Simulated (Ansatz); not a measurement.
Ansatz (an electronic-structure program) input:
A basis named .json is the Basis Set Exchange file of that set.

Ansatz 0.2 input:
```yaml
crystal:
  periodic: [false, false, false]
  atoms:
    - {symbol: W, position_ang: [0.00000000, 0.00000000, 0.00000000]}
    - {symbol: C, position_ang: [-0.52460563, -0.89506419, 1.82114231]}
    - {symbol: C, position_ang: [-0.00400458, 2.09230216, 0.12314995]}
    - {symbol: C, position_ang: [-1.42518648, -0.70935651, -1.36329274]}
    - {symbol: C, position_ang: [1.95379669, -0.48788146, -0.58099952]}
    - {symbol: H, position_ang: [0.28166233, -0.45047733, 2.43379165]}
    - {symbol: H, position_ang: [-0.42797818, -1.98526134, 1.88708285]}
    - {symbol: H, position_ang: [-1.48140969, -0.59694538, 2.26596362]}
    - {symbol: H, position_ang: [0.13573230, 2.64716278, -0.81216718]}
    - {symbol: H, position_ang: [0.62030664, 2.54723930, 0.90127754]}
    - {symbol: H, position_ang: [-1.05994540, 2.21319405, 0.42882761]}
    - {symbol: H, position_ang: [-1.41044499, -1.78266805, -1.58689922]}
    - {symbol: H, position_ang: [-2.46387651, -0.39435209, -1.20801845]}
    - {symbol: H, position_ang: [-1.04428036, -0.17705630, -2.25471392]}
    - {symbol: H, position_ang: [1.82256343, -1.58566041, -0.60790534]}
    - {symbol: H, position_ang: [2.75612238, -0.26754935, 0.13310278]}
    - {symbol: H, position_ang: [2.27154804, -0.16762586, -1.58034194]}
basis:
  gaussian:
    orbitals: def2-QZVPPD.json
    fitting: {mean_field: def2-universal-jkfit, correlation: def2-QZVPPD-RIFIT.json}
total_charge: 1
magnetization: {spin_polarized: true, initial_magnetization: 1}
correlation: {method: mp2, electrons: outside_noble_gas}
```

**Question.** Predict the final energy.

**Answer.** -225.61434 Eh (RI-MP2/def2-QZVPPD). The basis has 732 functions.

This state (charge 1, doublet) is run at the relaxed geometry of the species with charge 0 and multiplicity 1.
